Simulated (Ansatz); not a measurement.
Cost and result up the ladder for `COCCOS(=O)(=O)CC(F)(F)C(F)F` (25 atoms). The state is a singlet with charge 0. Geometry: PBE-D4/def2-SVP.

```tsv
atom	x (Å)	y (Å)	z (Å)
C1	-2.458	-0.521	-0.400
O2	-1.663	-1.162	0.589
C3	-1.816	-0.659	1.903
C4	-1.174	0.702	2.142
O5	0.261	0.654	2.005
S6	0.932	1.141	0.551
O7	2.208	1.762	0.910
O8	-0.099	1.840	-0.238
C9	1.248	-0.504	-0.165
C10	1.484	-0.540	-1.667
F11	0.363	-0.152	-2.342
F12	1.733	-1.849	-2.001
C13	2.671	0.281	-2.210
F14	3.786	-0.040	-1.499
F15	2.420	1.605	-2.075
H16	-2.142	0.529	-0.585
H17	-3.538	-0.542	-0.121
H18	-2.321	-1.091	-1.340
H19	-2.898	-0.588	2.180
H20	-1.344	-1.408	2.573
H21	-1.365	1.024	3.187
H22	-1.585	1.480	1.466
H23	2.129	-0.901	0.371
H24	0.336	-1.099	0.052
H25	2.834	0.040	-3.286
```

Ansatz on 4 threads of Intel Xeon on a shared host. Times are rough, and most runs start from the orbitals of an earlier one. PBE0-D4/def2-TZVP serves as the yardstick here, not as an exact answer. Differences are given only for rows in sets of like size (and for xTB, whose basis is part of the method), since another set adds its own error. Binding counts from free atoms at the same level (C triplet, O triplet, S triplet, F doublet, H doublet; other spins of the atoms weren't run), without zero-point energy or a counterpoise term.

Correlated methods freeze 19 core orbitals. The rows differ in basis, and correlated rows in double-zeta sets carry the largest basis error.

Correlated methods converge slowly with the basis, most of all in double-zeta sets.

```
                          level  functions  wall time  binding energy per atom (eV)  difference from PBE0-D4/def2-TZVP (eV)
                      HF/STO-3G         89      3.8 s                          2.65                                       –
                PBE-D4/def2-SVP        264       15 s                          4.32                                       –
               PBE0-D4/def2-SVP        264       24 s                          4.15                                       –
                   MP2/def2-SVP        264       32 s                          3.96                                       –
 PBE-D4/def2-TZVP (with forces)        531       45 s                          4.29                                    0.15
            r2SCAN-D4/def2-TZVP        531       52 s                          4.15                                    0.01
PBE0-D4/def2-TZVP (with forces)        531    2.1 min                          4.14                                    0.00
```
